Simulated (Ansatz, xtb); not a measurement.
# Relative energy of two isomers of CH3AlFIn

Structure X is `[CH3][Al]([F])[In]`, a singlet and structure Y is `[F][AlH][CH2][In]`, a singlet. Both are isolated molecules in the gas phase, relaxed with B3LYP-D3(BJ)/def2-SVP; the shapes shown needn't be the lowest conformers.

X (Å):

```tsv
atom	x (Å)	y (Å)	z (Å)
C	-1.1341	1.7018	-0.7378
Al	-0.8440	0.0875	0.3660
F	-1.9916	-1.1560	-0.0837
In	-0.6097	-2.3396	1.8306
H	-0.4465	2.5290	-0.4972
H	-1.0112	1.4563	-1.8088
H	-2.1690	2.0692	-0.6096
```

Y (Å):

```xyz
7

C    -0.3900    0.4582   -0.3917
Al   -2.0943    0.7857    0.3974
F    -2.7413    2.3339    0.3310
In   -0.2447    0.1280   -2.6661
H     0.2985    1.3170   -0.2666
H     0.0891   -0.4495    0.0236
H    -3.0709   -0.3072    0.9977
```

Which of the two would you expect CCSD(T)/def2-SVP + ΔMP2/def2-TZVPP electronic energies to favour?

Structure Y; the calculation gives E(Y) − E(X) = −3.1 kcal/mol.

The same difference at several levels:

| level | geometry | E(Y) − E(X) (kcal/mol) | departure from the last row (kcal/mol) | job, with rough time for the two |
| --- | --- | --- | --- | --- |
| GFN2-xTB | GFN2-xTB | −10.7 | −7.5 | optimisation, 1.3 s |
| HF/STO-3G | GFN2-xTB | −20.7 | −17.5 | single point, 3.8 s |
| r2SCAN-D4/def2-SVP | GFN2-xTB | +2.4 | +5.5 | single point, 11 s |
| B3LYP-D3(BJ)/def2-SVP | B3LYP-D3(BJ)/def2-SVP | −0.2 | +3.0 | optimisation, 2.9 min |
| HF/def2-SVP | B3LYP-D3(BJ)/def2-SVP | −2.6 | +0.5 | part of the CCSD(T) run |
| MP2/def2-SVP | B3LYP-D3(BJ)/def2-SVP | −4.7 | −1.5 | part of the CCSD(T) run |
| CCSD(T)/def2-SVP | B3LYP-D3(BJ)/def2-SVP | −1.7 | +1.4 | single point |
| CCSD(T)/def2-SVP + ΔMP2/def2-TZVPP | B3LYP-D3(BJ)/def2-SVP | −3.1 |  | single point, 80 s |

As drawn, Y has 1 C–In, 1 Al–H in place of 1 Al–In, 1 C–H.

r2SCAN-D4/def2-SVP puts the two in the other order. B3LYP-D3(BJ)/def2-SVP finds them nearly level. The largest departure from CCSD(T)/def2-SVP + ΔMP2/def2-TZVPP is that of HF/STO-3G, 17.5 kcal/mol. The last row adds to CCSD(T) the change of the MP2 difference between the two basis sets, here −1.4 kcal/mol.

With harmonic frequencies from B3LYP-D3(BJ)/def2-SVP (ideal gas, rigid rotor, one conformer each, 298.15 K, 1 atm): on the last row, ΔE + ΔZPE = −5.3 kcal/mol. A mode under 50 cm⁻¹ makes harmonic enthalpies and free energies unreliable, so none is given.

The correlated steps freeze 11 core orbitals; the filled d shell of In is correlated, in a basis made for valence electrons. Atoms past krypton carry core potentials in the def2 sets, other sets are all-electron and non-relativistic, and no spin–orbit term is included. Run with Ansatz 0.2.0, xtb 6.7.1; the last row on 1 thread of AMD EPYC (Zen 3) on a shared host.
